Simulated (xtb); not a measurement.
Diatomic SnTe, closed-shell singlet (the spin of the measured ground state). No spin–orbit coupling.

Constants: fifth-degree fit in 1/R to seven points, most abundant isotopes. Runs in def2 and cc sets follow the lowest solution found near the PBE0 minimum. The singlet is held restricted.

The values were computed with xtb for the GFN methods. Each number belongs to the level named beside it.

Energies at GFN2-xTB:

| R (Å) | E (hartree) |
|---|---|
| 2.341749 | -5.22304197 |
| 2.404699 | -5.23587494 |
| 2.462613 | -5.24208374 |
| 2.528081 | -5.24448592 |
| 2.593550 | -5.24336106 |
| 2.669090 | -5.23896466 |
| 2.757220 | -5.23094116 |

**Question.** With a reduced mass of 62.3519 u, find the minimum, the force constant and the constants.

**Answer.** A fifth-degree polynomial in 1/R puts the minimum at r_e = 2.5365 Å with force constant 340 N/m. Then ω_e = (1/2πc)√(k/μ) = 304 cm⁻¹ and B_e = h/(8π²cμr_e²) = 0.04202 cm⁻¹; the cubic and quartic terms give α_e = 0.00012 and ω_e x_e = 0.50 cm⁻¹.
